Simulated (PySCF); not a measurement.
From one molecule to another.

First species: C₇H₆N₂.
Geometry (GFN2-xTB, Å), atoms numbered from 1 in this order:
```
atom  x, y, z in Å
C1    -1.899    0.549    0.034
C2    -1.779   -0.848    0.005
C3    -0.553   -1.471   -0.022
C4     0.572   -0.650   -0.021
N5     1.901   -0.923   -0.043
N6     2.641    0.195   -0.033
C7     1.815    1.208   -0.004
C8     0.466    0.763    0.006
C9    -0.794    1.365    0.035
H10   -2.887    0.984    0.057
H11   -2.678   -1.448    0.005
H12   -0.462   -2.546   -0.044
H13    2.354   -1.822   -0.064
H14    2.186    2.213    0.009
H15   -0.888    2.440    0.058
```

Second species: C7H6N2.
SMILES: `C1CC1/N=C(\C#C)C#N`

Levels: PBE0/def2-SVPD for dipole moment, HOMO energy, LUMO energy, HOMO–LUMO gap, static isotropic polarisability and electronic spatial extent ⟨r²⟩ about the centre of nuclear charge; TDDFT PBE0/def2-SVPD for lowest singlet excitation; TDA PBE0/def2-SVPD for lowest triplet excitation (Tamm–Dancoff); GFN2-xTB for rotational constant A and rotational constant C. Geometries: GFN2-xTB. Each structure is a single optimised conformer of the isolated species, non-relativistic unless stated; the electronic structure was computed with PySCF and density fitting.

The conformers computed, where there is a choice (atom-mapped SMILES and torsion angles):
- `[CH:1]#[C:2]/[C:3]([C:4]#[N:5])=[N:6]\[CH:7]1[CH2:8][CH2:9]1`: C3–N6–C7–C8 147°

```csv
property,column X,column Y
dipole moment,5.36 D,1.73 D
HOMO energy,-7.81 eV,-6.58 eV
LUMO energy,-2.44 eV,-0.91 eV
HOMO–LUMO gap,5.37 eV,5.67 eV
lowest singlet excitation,4.21 eV,4.87 eV
lowest triplet excitation (Tamm–Dancoff),3.05 eV,3.48 eV
static isotropic polarisability,98.7 au,90.9 au
electronic spatial extent ⟨r²⟩ about the centre of nuclear charge,1374 bohr²,973 bohr²
rotational constant A,2.703 GHz,4.017 GHz
rotational constant C,0.814 GHz,1.175 GHz
```

Problem. Which column belongs to which species?

Solution. Column X is the second species and column Y the first. The first has 15 atoms and 62 electrons, the second 15 and 62.

Problem. How does each property change from the first species to the second?

Solution. dipole moment +3.63 D; HOMO energy -1.23 eV; LUMO energy -1.53 eV; HOMO–LUMO gap -0.30 eV; lowest singlet excitation -0.66 eV; lowest triplet excitation (Tamm–Dancoff) -0.43 eV; static isotropic polarisability +7.8 au; electronic spatial extent ⟨r²⟩ about the centre of nuclear charge +401 bohr²; rotational constant A -1.314 GHz; rotational constant C -0.361 GHz.

On the first: The principal polarisabilities are 51.5, 99.1 and 122.2 au; their mean is the isotropic value. S1 lies 0.80 eV below the HOMO–LUMO gap; its leading configuration is HOMO→LUMO, weight 0.82.

On the second: No computed singlet falls in the visible range (750 to 380 nm, 1.65 to 3.26 eV); S1 lies 0.95 eV above its blue end.
